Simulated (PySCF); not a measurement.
# NMR data sheet: C5H5F3O

- Formula: C5H5F3O
- SMILES: C=C/C(=C\F)OC(F)F
- InChI: InChI=1S/C5H5F3O/c1-2-4(3-6)9-5(7)8/h2-3,5H,1H2/b4-3+
- Point group of the computed structure: C1
- Degrees of unsaturation: 2
- Carbon signals: 5
- Proton signals: 5

Atom-mapped SMILES (the numbers label the heavy atoms): `[CH2:1]=[CH:2]/[C:3](=[CH:4]\[F:5])[O:6][CH:7]([F:8])[F:9]`. Hydrogens are named by the atom that carries them. Ha(C1) is cis to C3; Hb(C1) is trans to C3.

[PySCF: PBE0/pcSseg-1 with gauge-including orbitals; geometry from GFN2-xTB; rapidly exchanging positions averaged; no relativistic terms; no solvent; a single conformation]

Chemical shifts δ = σref − σ; TMS for 1H (31.72 ppm) and 13C (186.93 ppm); 19F (170.95 ppm) against CFCl3; H2O for 17O (336.08 ppm), all at this level.

| carbon | δC, type | δH (multiplicity) | HMBC from (2–3 bonds) | span of the C tensor (ppm) |
| --- | --- | --- | --- | --- |
| C1 | 123.7, CH2 | Ha(C1) 6.16 (m); Hb(C1) 5.79 (m) | H(C2) | 225 |
| C2 | 130.3, CH | 6.98 (m) | H(C4), Ha(C1), Hb(C1) | 227 |
| C3 | 149.7, C | – | H(C4), H(C2), H(C7), Ha(C1), Hb(C1) | 155 |
| C4 | 146.6, CH | 7.09 (m) | H(C2) | 106 |
| C7 | 121.9, CH | 6.45 (m) | – | 32 |

Other nuclei:
```tsv
atoms	nucleus	environment	δ (ppm)	σ (ppm)
F8/F9	19F	fluorine of a CF2 group	-96.5	267.4
F5	19F	vinylic fluorine	-170.7	341.6
O6	17O	ether oxygen	143.7	192.4
```

1. Carbon types of the structure: 1 × C, 3 × CH, 1 × CH2, which accounts for all hydrogens.
2. δC 149.7: alkene carbon bearing oxygen; an sp2 carbon further deshielded by the attached heteroatom.
3. δC 146.6: β carbon of an enol-ether or enamine type C=C.
4. δC 130.3: alkene CH; as expected for a trigonal carbon in a double bond.
5. δC 123.7: terminal =CH2 carbon; as expected for a trigonal carbon in a double bond.
6. δC 121.9: sp3 CH bonded to 2 F and O; 3 electronegative neighbours deshield it.

Splittings by 19F in the carbon and heteronuclear signals aren't shown, as no couplings were computed. Shifts are as computed. Against solution values, carbons near 30 ppm lie about +3 ppm off and those near 130 ppm about +5 ppm. Of 1211 compounds with measured shifts, 218 miss one by over three times the rms of a fit or turn the order of signals round; such compounds aren't used in these exercises. Unscaled 19F shifts against computed CFCl3 carry errors that often reach 10 to 50 ppm. Experimental scales use liquid or dissolved standards, which lie at an offset from isolated H2O (liquid H2O: subtract about 36 ppm). No couplings were computed; multiplicities are counted from neighbouring protons, with m where these are inequivalent, close in shift, in a saturated or five-membered ring or joined by F or P, and br s for small geminal =CH2 splittings.
